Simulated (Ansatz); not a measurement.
FH5O2SiSn (`O[SiH](F)[O][SnH3]`), 10 atoms. Total charge 0; spin multiplicity 1. Correlated methods include outer-core shells of Sn, which these sets cover unevenly. Sn takes the def2 core potential. All runs use 4 threads of an Intel Xeon 6975P-C on a shared host. Correlated methods freeze the cores.

Task: Give the basis size and wall time and peak host memory of each of these runs in Ansatz. RKS ωB97M-V/def2-QZVPP energy; direct RPA on PBE orbitals/def2-TZVPP energy; RKS BHLYP-D4/def2-TZVPP energy; RHF-CCSD(T)/def2-SVP energy; RKS PBE0-D4/def2-SVP energy; RKS PBE0-D4/def2-TZVP frequencies; RHF-MP2/def2-QZVPP energy; RKS PBE0-D4/def2-TZVP relaxation (13 steps); RKS B3LYP-D4/def2-TZVPP energy and forces; RKS PBE0-D4/def2-QZVPP energy; RHF-CCSD(T)/def2-TZVPP energy; RKS PBE0-D4/def2-TZVPP energy. (Best estimate.)

Result: The calculation gave: Other jobs shared the machine, so times are rough.

```
                                level                    job  functions  wall time  peak host memory (GiB)
                 RKS PBE0-D4/def2-SVP                 energy        111      1.1 s                    0.25
               RKS PBE0-D4/def2-TZVPP                 energy        255      2.5 s                    0.72
              RKS BHLYP-D4/def2-TZVPP                 energy        255      2.7 s                    0.74
              RKS B3LYP-D4/def2-TZVPP      energy and forces        255      3.6 s                    0.78
direct RPA on PBE orbitals/def2-TZVPP                 energy        255      4.4 s                    0.69
                 RHF-CCSD(T)/def2-SVP                 energy        111        6 s                    0.62
               RKS PBE0-D4/def2-QZVPP                 energy        473      6.5 s                     1.9
               RKS ωB97M-V/def2-QZVPP                 energy        473       13 s                     2.2
                   RHF-MP2/def2-QZVPP                 energy        473       15 s                     2.8
                RKS PBE0-D4/def2-TZVP  relaxation (13 steps)        210       36 s                    0.63
               RHF-CCSD(T)/def2-TZVPP                 energy        255       83 s                       7
                RKS PBE0-D4/def2-TZVP            frequencies        210      110 s                    0.64
```

B3LYP here is the variant with VWN-RPA as its local correlation; programs differ in this.
